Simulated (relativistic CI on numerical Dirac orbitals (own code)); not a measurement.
**One change at a time: Sb42+**

Base calculation: Dirac-Coulomb-Breit CI, KLI orbitals optimised for each configuration, model QED (radiative potential, 1s self-energy scaled to tabulated hydrogen-like ionisation energies), unscaled Slater integrals.

Configurations in the expansion (outside the closed core 1s2): 2s2.2p5, 2s.2p6, 2p6.3s, 2p6.3p, 2p6.3d, 2s2.2p4.3s, 2s2.2p4.3p, 2s2.2p4.3d, 2s.2p5.3s, 2s.2p5.3p, 2s.2p5.3d, 2s2.2p4.4s, 2s2.2p4.4p, 2s2.2p4.4d, 2s2.2p4.4f, 2s.2p5.4s, 2s.2p5.4p, 2s.2p5.4d, 2s2.2p3.3s2, 2s.2p5.4f, 2s2.2p3.3s.3p, 2s2.2p4.5s, 2s2.2p4.5p, 2s2.2p4.5d, 2s2.2p4.5f, 2s2.2p4.5g, 2s2.2p3.3s.3d, 2s2.2p3.3p2, 2s2.2p3.3p.3d, 2s.2p4.3s2, 2s2.2p3.3d2, 2s.2p4.3s.3p, 2s.2p4.3s.3d, 2s.2p4.3p2, 2s.2p5.5s, 2s.2p5.5p. Levels of other configurations are missing.

The lowest level and the first level of each name with at least 55 % of one term (blank where a level has no safe partner in the second run):

```
             Level  Base (eV)  Shift (eV)
   2s2.2p5 2P°_3/2       0.00        0.00
   2s2.2p5 2P°_1/2     260.01        0.00
     2s.2p6 2S_1/2     543.90       +0.29
 2s2.2p4.3s 4P_5/2    3809.05       +1.52
 2s2.2p4.3s 2P_3/2    3816.12       +1.52
 2s2.2p4.3s 2S_1/2    3846.75       +1.52
2s2.2p4.3p 2P°_1/2    3923.35       +1.66
2s2.2p4.3p 4D°_7/2    3959.67       +1.66
 2s2.2p4.3s 4P_3/2    4066.46       +1.51
 2s2.2p4.3d 4F_9/2    4069.93       +1.28
 2s2.2p4.3s 2P_1/2    4071.85       +1.49
 2s2.2p4.3s 2D_5/2    4082.35       +1.49
2s2.2p4.3p 2F°_5/2    4162.60       +1.66
2s2.2p4.3p 2F°_7/2    4232.59       +1.66
```

At this charge energies of transitions that change n are usually good to better than 1 %, and those within a shell (Δn = 0) to a few per cent.

Question: One thing was changed in a second run, which moved the levels as shown. Which?
A. Breit term removed
B. P86 correlation estimate
C. QED terms removed
D. non-relativistic limit
E. configuration mixing switched off

Answer: B. P86 correlation estimate. A correlation estimate moves all levels of a configuration together before mixing; mixed levels move by a weighted share.

LS names give the leading component of a level, which can be under half, so a name can repeat, a term be missing and a line seem to break the LS rules.
